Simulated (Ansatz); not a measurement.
Program: Ansatz. Geometries: PBE0-D4/def2-TZVP. ΔE: electronic, gas phase. CCSD(T)/CBS adds triple-zeta CCSD(T) − MP2 to the extrapolated MP2 energy (def2 sets, frozen cores). Elements past krypton have def2 core potentials. For I outer-core shells are correlated without core-valence functions, which leaves a few kJ/mol of doubt a bond. One conformer a species, not always the lowest.

Reaction (formal exchange of groups at a C–Al bond): `[CH3][Al]([OH])[CH2]F` + `CI` → `FCCI` + `[CH3][AlH][OH]`

| species | CCSD(T)/CBS(def2) energy (Eh) |
| --- | --- |
| `[CH3][Al]([OH])[CH2]F` | -496.75369 |
| `CI` | -337.29646 |
| `FCCI` | -475.73911 |
| `[CH3][AlH][OH]` | -358.31021 |

Task: Work out ΔE.

Result: ΔE = (-475.73911) + (-358.31021) − (-496.75369) − (-337.29646) = 0.00083 Eh = +0.5 kcal/mol.

Largest T1 diagnostic among the species: 0.012.

From PBE to PBE0 (25 % exact exchange), in def2-TZVPP and without D4, ΔE moves by −0.8 kcal/mol.
